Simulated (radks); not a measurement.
Values are calculated unless marked as measured or tabulated.
All-electron atom: Br1.25+ in [Ar] 3d10 4p(up 2.5, down 2.5) 4s(up 0.75, down 0) (fractional occupations, a model configuration). Level of theory: scalar-relativistic Kohn-Sham, PBE, spin-polarised, spherical densities, finite nucleus; Fermi nuclear charge, rms radius 4.1629 fm (a radial shooting solver on a logarithmic mesh with Libxc functionals).

Radial electron density D(r) = 4 pi r^2 rho(r):

```
   r/bohr * D(r) (the largest magnitude, 51.6, reaches the edge; | marks zero)
 0.002457 | *
 0.002793 |  *
   0.0032 |   *
 0.003666 |    *
 0.004166 |     *
 0.004773 |      *
 0.005469 |        *
 0.006216 |          *
 0.007121 |             *
 0.008159 |               *
 0.009273 |                   *
  0.01062 |                      *
  0.01217 |                          *
  0.01383 |                              *
  0.01585 |                                  *
  0.01816 |                                      *
  0.02064 |                                         *
  0.02364 |                                           *
  0.02709 |                                             *
  0.03079 |                                             *
  0.03527 |                                            *
  0.04041 |                                           *
  0.04593 |                                        *
  0.05262 |                                      *
  0.06028 |                                     *
  0.06852 |                                     *
   0.0785 |                                        *
  0.08993 |                                            *
   0.1022 |                                                *
   0.1171 |                                                    *
   0.1342 |                                                      *
   0.1525 |                                                    *
   0.1747 |                                               *
   0.2001 |                                        *
   0.2275 |                                  *
   0.2606 |                              *
   0.2986 |                             *
   0.3394 |                               *
   0.3888 |                                   *
   0.4454 |                                    *
   0.5063 |                                   *
     0.58 |                              *
   0.6645 |                       *
   0.7553 |                 *
   0.8653 |           *
   0.9914 |       *
    1.127 |     *
    1.291 |    *
    1.479 |    *
    1.681 |   *
    1.926 |  *
    2.206 |  *
    2.508 | *
    2.873 |*
    3.291 *
    3.741 *
    4.286 *
     4.91 *
    5.581 *
    6.394 *
```

D(r) has 3 maxima, at r = 0.0301, 0.134, 0.449 bohr, and minima at 0.0622, 0.285 bohr, inside which lie 2.07, 11.00 electrons.
